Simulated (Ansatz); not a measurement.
Geometry optimisation, RKS PBE0-D4/def2-SVP (Ansatz).

input.yaml

```yaml
crystal:
  periodic: [false, false, false]
  atoms:
    - { symbol: Si, position_ang: [0.0, 0.0, 0.0] }
    - { symbol: H, position_ang: [0.0, 0.0, 1.81] }
    - { symbol: F, position_ang: [1.4994, 0.0, -0.5295] }
    - { symbol: O, position_ang: [-0.7913, 1.3709, -0.5594] }
    - { symbol: Si, position_ang: [-2.4002, 1.4263, -1.0396] }
    - { symbol: H, position_ang: [-3.2124, 0.6421, -0.1138] }
    - { symbol: H, position_ang: [-2.862, 2.8114, -1.0378] }
    - { symbol: H, position_ang: [-2.5267, 0.8736, -2.385] }
    - { symbol: Cl, position_ang: [-1.0032, -1.7381, -0.7093] }
    - { symbol: Cl, position_ang: [0.9042, -2.1214, 0.7662] }
    - { symbol: H, position_ang: [0.3741, -0.8777, 1.8716] }
basis:
  gaussian: { orbitals: def2-SVP }
hamiltonian:
  xc: pbe0
  dispersion: d4
relax:
  f_tol: 0.15
  max_steps: 25
  restrain:
    - { distance: [0, 9], at: 3.33, k: 30.0 }
    - { distance: [10, 1], at: 1.86, k: 30.0 }
    - { distance: [0, 1], at: 1.46, k: 30.0 }
    - { distance: [10, 9], at: 1.37, k: 30.0 }
output:
  orbitals: {}
```

Command:

```bash
$ ansatz run input.yaml --threads 4 --pin off --max-ram 5120MiB --backend cpu --events-out ev --progress --plain --runs-dir out
```

Where does it end, and by what steps?

The forces met the threshold. The restraints hold the end off the free minimum; the threshold counts their pulls, which the force column leaves out. Restrained pairs: Si1–Cl10 (2.43 → 3.34 Å), H2–H11 (0.96 → 1.86 Å), Si1–H2 (1.81 → 1.46 Å), Cl10–H11 (1.75 → 1.33 Å). After 9 steps the energy has fallen by 4.094 eV (the restraints' own energy left out); Cl10 moved furthest, 1.14 Å.

```json
{"step": "0", "energy less start (eV)": "0.0000", "largest force component (eV/Å)": "4.613", "accepted": "yes"}
{"step": "1", "energy less start (eV)": "-1.4225", "largest force component (eV/Å)": "4.230", "accepted": "yes"}
{"step": "2", "energy less start (eV)": "-2.4319", "largest force component (eV/Å)": "4.650", "accepted": "yes"}
{"step": "3", "energy less start (eV)": "-3.1842", "largest force component (eV/Å)": "4.696", "accepted": "yes"}
{"step": "4", "energy less start (eV)": "-3.7365", "largest force component (eV/Å)": "2.442", "accepted": "yes"}
{"step": "5", "energy less start (eV)": "-3.8729", "largest force component (eV/Å)": "1.779", "accepted": "yes"}
{"step": "6", "energy less start (eV)": "-4.0265", "largest force component (eV/Å)": "1.105", "accepted": "yes"}
{"step": "7", "energy less start (eV)": "-4.0693", "largest force component (eV/Å)": "0.920", "accepted": "yes"}
{"step": "8", "energy less start (eV)": "-4.0651", "largest force component (eV/Å)": "1.085", "accepted": "yes"}
{"step": "9", "energy less start (eV)": "-4.0938", "largest force component (eV/Å)": "0.840", "accepted": "yes"}
```

```xyz
11
Properties=species:S:1:pos:R:3
Si -0.202 -0.068 0.014
H 0.019 -0.114 1.461
F 1.198 0.156 -0.738
O -1.190 1.179 -0.323
Si -2.569 1.629 -1.155
H -3.756 0.979 -0.525
H -2.692 3.110 -1.060
H -2.471 1.210 -2.583
Cl -1.066 -1.796 -0.668
Cl 1.768 -2.334 1.472
H 0.943 -1.565 2.177
```

The run took 28 s on 4 threads of Arm Neoverse V1, with other jobs on the host, peak memory 0.34 GiB.
